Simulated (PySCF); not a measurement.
## Structure elucidation problem

An unknown has the formula C₆H₁₂Si. Its calculated NMR data are:

¹H NMR (400 MHz, computed): δ 4.34 (m, 1H), 2.21 (m, 1H), 2.12 (m, 1H), 1.61 (m, 2H), 1.42 (m, 2H), 0.68 (m, 2H), 0.13 (m, 2H), -0.05 (m, 1H).

¹³C{¹H} NMR (computed): δ 19.7 (CH2), 15.3 (CH2), 3.0 (CH2), -0.7 (CH).

- shieldings: GIAO PBE0/pcSseg-1
- structure optimised with GFN2-xTB
- run in PySCF 2.14
- non-relativistic Hamiltonian, fast rotation and ring inversion assumed for equivalent nuclei, in vacuum, a single conformation

Chemical shifts δ = σref − σ; ¹H (σ = 31.72 ppm) and ¹³C (σ = 186.93 ppm) vs TMS, all at this level.

Problem. Deduce the structure.

Solution. 
- Rings plus π bonds: 2 (2 rings in the answer).
- 4 carbon signals for 6 carbons: some carbons are equivalent by symmetry or fast rotation.
- Carbon types of the structure: 1 × CH, 5 × CH2, leaving 1 H on heteroatoms.
- δC 19.7: sp3 CH2 in a ring; aliphatic region, no heteroatom directly attached.
- δC 15.3: sp3 CH2 bonded to Si.
- δC 3.0, -0.7: three-membered-ring carbon; carbons of three-membered rings are unusually shielded.
- δH 4.34: hydrogen on a silicon bonded to 3 C, in a 4-membered ring.
- δH 2.21, 2.12: hydrogen on an sp3 CH2 in a ring.
- δH 1.61, 1.42: hydrogen on an sp3 CH2 bonded to Si.
- δH 0.68, 0.13, -0.05: hydrogen on a three-membered-ring carbon; cyclopropane-type protons are shielded by the ring.

These data were computed for `C1C[SiH](C2CC2)C1`.

The shifts were computed for this structure.

Shifts are as computed. Against solution values, carbons near 30 ppm lie about +3 ppm off and those near 130 ppm about +5 ppm. Of 1309 compounds with measured shifts, 239 miss one by over three times the rms of a fit or turn the order of signals round; such compounds aren't used in these exercises. Multiplicities follow the n + 1 count of equivalent neighbours, as no J values were calculated; m marks all less simple cases, F and P coupling included.
